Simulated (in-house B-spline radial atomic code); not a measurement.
A fraction x of an electron is removed from 4s in neutral bromine, starting from [Ar] 3d10 4s2 4p5 and keeping the highest spin. Computed with an all-electron radial atomic-structure program (B-spline basis): non-relativistic PBE, spin-polarised, spherical fractional occupations, point nucleus.

```tsv
x	E(x) - E(0) (eV)	4s down level (eV)
0	0.0000	-18.995
0.06	1.1571	-19.575
0.14	2.7543	-20.356
0.27	5.4841	-21.644
0.39	8.1537	-22.852
0.5	10.7290	-23.974
0.59	?	?
0.7	?	?
0.8	18.3880	-27.101
0.94	22.2862	-28.591
1	24.0210	-
```

Problem. What belongs in the row x = 0.59?

Solution. An energy change of 12.9284 eV; 4s down at -24.903 eV.

Problem. What belongs in the row x = 0.7?

Solution. An energy change of 15.7306 eV; 4s down at -26.049 eV.

Problem. Check Janak's theorem between x = 0.06 and 0.14.

Solution. The slope of the energy is 19.96 eV; the orbital levels give 19.97 eV (-ε of the emptying orbital, averaged over the two points).
